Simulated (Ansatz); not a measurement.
Ansatz (a first-principles code) input:

Ansatz 0.2 input:
```yaml
crystal:
  periodic: [false, false, false]
  atoms:
    - {symbol: C, position_ang: [-1.10673981, 0.23557051, -0.03799589]}
    - {symbol: C, position_ang: [0.33312129, 0.71924066, -0.05020896]}
    - {symbol: C, position_ang: [1.20315717, -0.26246143, 0.04277938]}
    - {symbol: Cl, position_ang: [2.96921980, 0.14245145, 0.04252542]}
    - {symbol: H, position_ang: [-1.60890938, 0.56132530, -0.95590829]}
    - {symbol: H, position_ang: [-1.63900998, 0.69661447, 0.80173563]}
    - {symbol: H, position_ang: [-1.24562130, -0.86372480, 0.04440062]}
    - {symbol: H, position_ang: [1.14965272, -1.36584718, 0.12882891]}
basis:
  gaussian:
    orbitals: def2-TZVP
hamiltonian:
  xc: b3lyp
  dispersion: d3bj
total_charge: -1
relax: {f_tol: 0.002, max_steps: 150}
```

### Question
What final total energy does it print?

### Answer
-576.95494 Eh (B3LYP-D3(BJ)/def2-TZVP). The basis has 154 functions. The run takes very roughly 21 core-seconds.

It need not be the lowest isomer of its formula. Whether it binds its extra electron was not tested at this geometry.
